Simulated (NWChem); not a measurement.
System: SOF, doublet; SMILES F[S]=O

NWChem input:

```
start job
memory heap 200 mb stack 700 mb global 900 mb
geometry units angstroms noautoz
  O     -0.561587     1.194981     0.000000
  S      0.452305     0.127630     0.000000
  F     -0.309655    -1.314118     0.000000
end
basis spherical
  * library def2-tzvp
end
dft
  odft
  mult 2
  xc mn15
  iterations 150
  mulliken
end
task dft energy
```

In the optimisation the excess spin sits in a" (Cs, its own frame). The geometry was optimised at PBE0/def2-SVP, spin-unrestricted. No stability test was run on the SCF state.

Task: Predict the main results of this run. (MN15/def2-TZVP, spin-unrestricted.) Quantities: energy (Ha); highest occupied level (eV); lowest empty minus highest occupied level, either spin (eV); dipole (D); <S²>.

Result: 
```json
{
 "energy (Ha)": "-573.05",
 "highest occupied level (eV)": "-8.00",
 "lowest empty minus highest occupied level, either spin (eV)": "5.00",
 "dipole (D)": "1.83",
 "<S²>": "0.753"
}
```
